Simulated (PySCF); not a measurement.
Does the structure fit the spectrum?

A compound C$_{7}$H$_{14}$OSi gives the data below (simulated from a calculation) and was assigned the structure `C=C(C)[C@@H]1C[SiH2][C@@H]1OC`.

13C{1H} NMR (computed): δ 156.2 (C), 117.8 (CH2), 76.0 (CH2), 70.9 (CH2), 32.1 (CH), 28.1 (CH3), 8.0 (CH2).

1H NMR (400 MHz, computed): δ 5.99 (br s, 1H), 5.27 (br s, 1H), 4.57 (m, 1H), 4.55 (m, 1H), 4.36 (m, 1H), 4.03 (m, 1H), 3.79 (m, 1H), 3.49 (m, 1H), 1.84 (s, 3H), 1.40 (m, 1H), 1.18 (m, 1H), 0.46 (m, 1H).

PySCF calculation with coordinates at the GFN2-xTB level and NMR shieldings at PBE0/pcSseg-1/GIAO; relativity neglected, equivalent nuclei averaged, single conformer, gas phase.

Referencing at the same level of theory: 1H (31.72 ppm), 13C (186.93 ppm) against TMS.

Q: Compare with the shifts computed for the proposed structure, pairing carbons in order of shift.

A: Atom-mapped SMILES (the numbers label the heavy atoms): `[CH2:1]=[C:2]([CH3:3])[C@@H:4]1[CH2:5][SiH2:6][C@@H:7]1[O:8][CH3:9]` (H(Xn): hydrogen on atom n).

```csv
atom,computed for proposal,given list,difference
C2,158.7,156.2,+2.5
C1,118.0,117.8,+0.2
C7,77.5,76.0,+1.5
C9,61.5,70.9,-9.4
C4,52.9,32.1,+20.8
C3,22.8,28.1,-5.3
C5,9.7,8.0,+1.7
```

The rms difference is 8.9 ppm and the largest +20.8 ppm at C4 (allylic sp3 CH). The carbon types in order of shift don't match either: C, CH2, CH, CH3, CH, CH3, CH2 for the proposal against C, CH2, CH2, CH2, CH, CH3, CH2 in the data. The proposal doesn't fit.

Q: Which isomer fits?

A: `C=C(C)[C@@H]1COCC[SiH2]1`.

Carbon types of the structure: 1 × C, 1 × CH, 4 × CH2, 1 × CH3, leaving 2 H on heteroatoms. δC 156.2: fully substituted alkene carbon; an sp2 carbon of a C=C bond. δC 117.8: terminal =CH2 carbon; the olefinic region. δC 76.0, 70.9: sp3 CH2 bonded to O; the inductive effect lowers its shielding. δC 28.1: allylic methyl carbon; saturated and bonded to C and H only.

Other isomers checked: C=C1CCCC[C@@H]1O[SiH3] (rms 13.3 ppm); C=CC(=C)O[Si](C)(C)C (rms 28.5 ppm).

This is the structure that produced the data.

Shifts are as computed. Against solution values, carbons near 30 ppm lie about +3 ppm off and those near 130 ppm about +5 ppm. Of 1211 compounds with measured shifts, 218 miss one by over three times the rms of a fit or turn the order of signals round; such compounds aren't used in these exercises. Multiplicities follow the n + 1 count of equivalent neighbours, as no J values were calculated; m marks all less simple cases, F and P coupling included.
